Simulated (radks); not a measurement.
Effect of the nuclear size on the cerium ion Ce+, [Xe] 4f1 5d2. All-electron calculation, Dirac Kohn-Sham, relativistic LDA (MacDonald-Vosko exchange, VWN5 correlation), spin-unpolarised, spherical densities, finite nucleus; open shells fill j = l - 1/2 first; Fermi nuclear charge, rms radius 4.8771 fm. Program: a radial shooting solver on a logarithmic mesh with Libxc functionals. The rms radius is varied about that value; shifts are against it.

| rms radius (fm) | total energy shift (eV) | density at nucleus (e/bohr^3) | 1s1/2 shift (meV) | 2s1/2 shift (meV) | 5s1/2 shift (meV) | 5p1/2 shift (meV) | 6s1/2 (empty) shift (meV) |
|---|---|---|---|---|---|---|---|
| 4.0626 | -3.18 | 3.928e+05 | -1310 | -161 | -1.32 | 0.064 | -0.176 |
| 4.6625 | -0.882 | 3.817e+05 | -365 | -44.6 | -0.365 | 0.018 | -0.049 |
| 4.8771 | 0 | 3.782e+05 | 0.000 | 0.000 | 0.000 | 0.000 | 0.000 |
| 5.2819 | 1.75 | 3.72e+05 | 723 | 88.5 | 0.724 | -0.035 | 0.097 |
| 5.7696 | 4.00 | 3.652e+05 | 1650 | 202 | 1.66 | -0.080 | 0.222 |

Slopes of the eigenvalues against <r^2> in GHz/fm^2, as finite differences over the two radii next to the reference (eigenvalue slopes, not the field-shift constants of lines): 1s1/2 42700, 2s1/2 5230, 5s1/2 42.7, 5p1/2 -2.07, 6s1/2 (empty) 5.72.
